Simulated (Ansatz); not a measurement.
A structure relaxed at r2SCAN-D4/def2-SVP in Ansatz, charge 1, doublet:

```xyz
7

Sn   -1.738   -0.652   -1.122
Sn   -0.255    2.155   -0.005
Sn    1.180   -0.889    0.667
F     1.423    0.999   -0.498
F    -1.011   -1.309    0.731
F     0.286   -1.145   -1.360
F     0.116    0.842    1.588
```

Problem. Give its formula and point group.

Solution. the cluster Sn3F4⁺. Point group C2v (tolerance 0.1 Å).

Problem. Summarise the bond lengths by kind (pairs closer than 1.2 times the sum of covalent radii, bridged metal pairs left out).

Solution. 8 × F–Sn 2.10 to 2.23 Å.

In the def2 sets Sn takes a core potential; there is no spin–orbit coupling. Another isomer (doublet) lies 0.25 eV lower at PBE0-D4/def2-TZVP; other spin states weren't run for this one.
